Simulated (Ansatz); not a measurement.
Total energies of `[SeH][SiH2]Br`.

```xyz
6

Se   -1.013   -0.266    1.493
Si   -0.072    0.041   -0.542
Br    1.696   -1.254   -0.902
H     0.121    0.362    2.184
H     0.387    1.437   -0.712
H    -1.119   -0.321   -1.522
```

Total charge 0; spin multiplicity 1. Correlated methods include outer-core shells of Br, Se, which these sets cover unevenly. Scalar relativity is left out up to krypton. The geometry is a stationary point of PBE0-D4/def2-TZVP. It is one conformer, not always the lowest. Basis def2-TZVPP, Ansatz.

RPA on PBE orbitals: Hartree–Fock energy of these orbitals -5262.97674 Eh, correlation -1.06483 Eh (frozen core).

```tsv
functional	kind	energy without D4 (Eh)	D4 term (kJ/mol)
LDA (SPW92)	LDA	-5258.92281	–
PBE	GGA	-5266.18346	-15.7
revPBE	GGA	-5266.60416	-38.7
BLYP	GGA	-5267.13598	-33.7
r2SCAN	meta-GGA	-5267.03429	-3.4
B97M-V	meta-GGA with VV10	-5266.11077	–
PBE0	global hybrid, 25 % exact exchange	-5266.38216	-13.5
B3LYP	global hybrid, 20 %	-5267.17225	-26.1
r2SCANh	meta-GGA hybrid, 10 %	-5267.02943	-3.7
r2SCAN0	meta-GGA hybrid, 25 %	-5267.02329	-4.2
HSE06 (plane-wave form)	screened hybrid	-5266.38289	-12.8
BHLYP	global hybrid, 50 %	-5267.06452	-23.9
CAM-B3LYP	range-separated hybrid	-5267.33828	-14.1
LC-ωPBE	long-range corrected hybrid	-5266.31229	–
ωB97X-V	range-separated hybrid GGA with VV10	-5266.58412	–
ωB97M-V	range-separated hybrid meta-GGA with VV10	-5266.77989	–
B2PLYP	double hybrid	-5266.20087	–
PBE-QIDH	double hybrid	-5265.67264	–
```

B3LYP takes the VWN-RPA correlation (the form of Gaussian; ORCA's B3LYP/G). HSE06 is the plane-wave form, built on full-range PBE exchange. The double hybrids freeze the cores in their second-order part.

LC-ωPBE has ω = 0.4 bohr⁻¹.
